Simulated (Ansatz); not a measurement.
`[CH3][GeH2][B](O)O` + `FC(F)(F)[SeH]` → `OB(O)[Se]C(F)(F)F` + `[CH3][GeH3]`  (cleavage of the B–Ge bond)

Isolated molecules relaxed with PBE0-D4/def2-TZVP in Ansatz; ΔE leaves out vibrations. CCSD(T)/CBS adds triple-zeta CCSD(T) − MP2 to the extrapolated MP2 energy (def2 sets, frozen cores). For Ge, Se outer-core shells are correlated without core-valence functions, which leaves a few kJ/mol of doubt a bond. Scalar relativity is left out up to krypton. One conformer a species, not always the lowest.

`[CH3][GeH2][B](O)O`:

Z-matrix (Å, degrees):
```
C
Ge 1 1.964
H 1 1.091 2 110.4
H 1 1.090 2 110.4 3 -120.1
H 1 1.091 2 110.3 3 119.8
B 2 2.093 1 112.0 3 -60.0
H 2 1.547 1 108.2 3 177.9
H 2 1.546 1 108.2 3 62.3
O 6 1.360 2 122.6 1 86.2
O 6 1.360 2 122.4 1 -92.5
H 9 0.958 6 113.7 2 2.9
H 10 0.958 6 113.6 2 -2.8
```

`FC(F)(F)[SeH]`:

Z-matrix (Å, degrees):
```
C
F 1 1.331
F 1 1.331 2 107.3
F 1 1.331 2 108.2 3 -116.6
Se 1 1.960 2 112.5 3 124.2
H 5 1.468 1 91.8 2 -60.6
```

`OB(O)[Se]C(F)(F)F`:

```xyz
10

O     1.216    0.736   -0.781
B     0.109    1.246   -0.198
O    -0.196    2.559   -0.305
Se   -1.210    0.238    0.893
C    -0.572   -1.569    0.507
F    -1.190   -2.431    1.304
F    -0.797   -1.940   -0.754
F     0.754   -1.708    0.710
H     1.413   -0.182   -0.584
H     0.472    3.053   -0.791
```

`[CH3][GeH3]`:

```xyz
8

C     0.794   -0.449    0.491
Ge   -0.703    0.398   -0.434
H     0.452   -1.329    1.037
H     1.555   -0.759   -0.226
H     1.244    0.247    1.199
H    -1.344   -0.585   -1.431
H    -0.222    1.637   -1.211
H    -1.777    0.840    0.575
```

| species | CCSD(T)/CBS(def2) energy (Eh) |
| --- | --- |
| `[CH3][GeH2][B](O)O` | -2293.62924 |
| `FC(F)(F)[SeH]` | -2738.71864 |
| `OB(O)[Se]C(F)(F)F` | -2914.60948 |
| `[CH3][GeH3]` | -2117.76728 |

Question: Work out ΔE.

Answer: ΔE = (-2914.60948) + (-2117.76728) − (-2293.62924) − (-2738.71864) = -0.02888 Eh = -75.8 kJ/mol.

Largest T1 diagnostic among the species: 0.012.

From PBE to PBE0 (25 % exact exchange), in def2-TZVPP and without D4, ΔE moves by −4.4 kJ/mol. The D4 term adds −4.2 kJ/mol with B3LYP and −2.1 kJ/mol with PBE0; it sums over pairs of atoms, weighted by their polarisabilities, and B3LYP, whose exchange is more repulsive, gets the larger term.

B3LYP here is the variant with VWN-RPA as its local correlation; programs differ in this.
